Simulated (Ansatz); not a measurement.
A nudged elastic band was laid between two geometries of CH9PSi2 (13 atoms, charge 0, multiplicity 1).

Computed with Ansatz, RKS CAM-B3LYP-D4/def2-SVP.

```
movable images  : 6
climbing image  : no
spring          : 5.0 eV/Å²
optimiser       : quadratic models (default)
start path      : IDPP
force threshold : 0.05 eV/Å
iteration limit : 60
end points      : relaxed
```

First end point:

```xyz
13
Properties=species:S:1:pos:R:3
C -1.782 0.111 0.900
Si -0.482 -1.198 0.520
Si 1.500 -0.188 -0.222
P 1.020 1.007 -2.096
H -1.428 0.799 1.682
H -2.016 0.706 0.004
H -2.715 -0.353 1.252
H -0.972 -2.120 -0.545
H -0.199 -2.013 1.738
H 2.083 0.664 0.856
H 2.513 -1.216 -0.596
H 2.225 1.766 -2.083
H 0.274 2.000 -1.396
```

Last end point:

```xyz
13
Properties=species:S:1:pos:R:3
C -1.910 0.064 0.561
Si -0.583 -1.242 0.272
Si 1.515 -0.232 -0.002
P 1.341 1.285 -1.686
H -1.973 0.755 -0.294
H -2.898 -0.402 0.693
H -1.690 0.656 1.462
H -0.894 -2.027 -0.958
H -0.532 -2.193 1.422
H 1.967 0.394 1.275
H 2.538 -1.237 -0.411
H 2.573 1.942 -1.403
H 0.566 2.201 -0.916
```

Question: Which bonds break or form, and what moves?

Answer: No bond is made or broken. The dihedral H5–C1–Si2–Si3 goes from -60 to 60°.

Question: What energy profile does the band end with?

Answer: The run converged. The highest image is number 3 of 0 to 7, 0.068 eV above the ends, which have the same energy within 2 meV. No image climbed, so the highest image needn't sit at the top of the path.

```csv
image,path coordinate (Å),energy (eV),dihedral H5–C1–Si2–Si3 (°)
0,0.00,0.000,-60
1,0.53,0.011,-44
2,1.05,0.042,-26
3,1.58,0.068,-9
4,2.10,0.068,9
5,2.63,0.042,27
6,3.15,0.012,44
7,3.68,-0.001,60
```

Question: What is the geometry of the highest image?

Answer: 
```xyz
13
Properties=species:S:1:pos:R:3
C -1.894 0.083 0.677
Si -0.574 -1.225 0.314
Si 1.513 -0.231 -0.073
P 1.302 1.227 -1.804
H -1.460 1.086 0.801
H -2.626 0.136 -0.142
H -2.441 -0.160 1.600
H -0.944 -2.019 -0.893
H -0.448 -2.178 1.455
H 2.003 0.440 1.167
H 2.520 -1.256 -0.471
H 2.535 1.898 -1.563
H 0.534 2.165 -1.053
```

The band took 4 iterations and of the order of 3 core-minutes.

Time of the run: 100 s on 2 threads of Arm Neoverse V1, with other jobs on the host, peak memory 0.34 GiB.
